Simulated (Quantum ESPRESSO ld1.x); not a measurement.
Q: These are the eigenvalues of the occupied orbitals of an atom or ion with whole-number occupations (eV). Method: Dirac Kohn-Sham, PBE, spin-unpolarised, spherical densities, point nucleus; computed with ld1.x of Quantum ESPRESSO 7.5.

1s1/2: -12553.841
2s1/2: -1658.408
2p1/2: -1493.185
2p3/2: -1451.408
3s1/2: -264.828
3p1/2: -208.273
3p3/2: -202.384
3d3/2: -104.821
3d5/2: -103.916
4s1/2: -61.714

Which element is it, and in what charge state? The configuration may be excited. Open shells, if any, fill j = l - 1/2 first.

A: Z = 34, selenium, charge +4: Se4+ in [Ar] 3d10 4s2. The list shows which subshells hold electrons but not how many an open one holds; the 1s level, -461.35 hartree, gives Z - s = 30.4 by -(Z - s)^2/2, which with screening and relativity narrows Z to a few neighbours, and the depths of the outer levels then fix element, charge and occupations together.
